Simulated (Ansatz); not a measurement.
CH6O2Si2 can be A, `O[SiH2][SiH]1CO1`, or B, `C1O[SiH2]O[SiH2]1`.

Computed with Ansatz on PBE0-D4/def2-TZVP structures; ΔE is electronic, products minus reactants. CCSD(T)/CBS is the MP2 limit (def2-TZVPP, def2-QZVPP) plus CCSD(T) − MP2 in def2-TZVPP, frozen cores. DFT in def2-TZVPP. B3LYP here is the variant with VWN-RPA as its local correlation; programs differ in this. One conformer a species, not always the lowest.

A:

Z-matrix (Å, degrees):
```
Si
Si 1 2.335
O 1 1.649 2 102.1
H 1 1.484 2 114.0 3 -117.2
H 1 1.490 2 111.2 3 120.2
O 2 1.689 1 105.8 3 -17.7
C 2 1.817 1 116.3 3 33.9
H 2 1.485 1 124.0 3 -155.0
H 3 0.963 1 114.2 2 23.8
H 7 1.088 2 122.0 1 12.6
H 7 1.088 2 120.8 1 170.7
```

B:

Z-matrix (Å, degrees):
```
Si
O 1 1.649
Si 1 2.775 2 70.0
O 1 1.650 2 102.9 3 -0.2
H 1 1.482 2 111.0 3 118.3
H 1 1.482 2 110.8 3 -118.7
C 2 1.432 1 117.7 3 -0.7
H 3 1.485 1 123.2 2 103.7
H 3 1.485 1 123.0 2 -102.8
H 7 1.095 2 108.9 1 -120.6
H 7 1.094 2 108.8 1 122.6
```

Problem. Which isomer does CCSD(T)/CBS put lower? Give the gap. (An estimate is asked.)

Solution. Ansatz gave: B, by 255.9 kJ/mol.

Problem. Give E(B) − E(A) in kJ/mol with CCSD(T)/def2-TZVPP, r2SCAN-D4, PBE0-D4, B3LYP, B3LYP-D4, CCSD/def2-TZVPP, HF/def2-TZVPP. (Best estimate.)

Solution. The calculation gave: CCSD(T)/def2-TZVPP -255.0, r2SCAN-D4 -241.0, PBE0-D4 -237.2, B3LYP -246.0, B3LYP-D4 -249.7, CCSD/def2-TZVPP -262.6, HF/def2-TZVPP -298.0. None reverses the order clearly.

Largest T1 diagnostic: 0.014.

The D4 term adds −3.6 kJ/mol with B3LYP and −1.6 kJ/mol with PBE0; it sums over pairs of atoms, weighted by their polarisabilities, and B3LYP, whose exchange is more repulsive, gets the larger term. In def2-TZVPP, CCSD(T) changes the Hartree–Fock value by +43.0 kJ/mol (the triples alone add +7.6 kJ/mol) and MP2 by +37.5 kJ/mol.
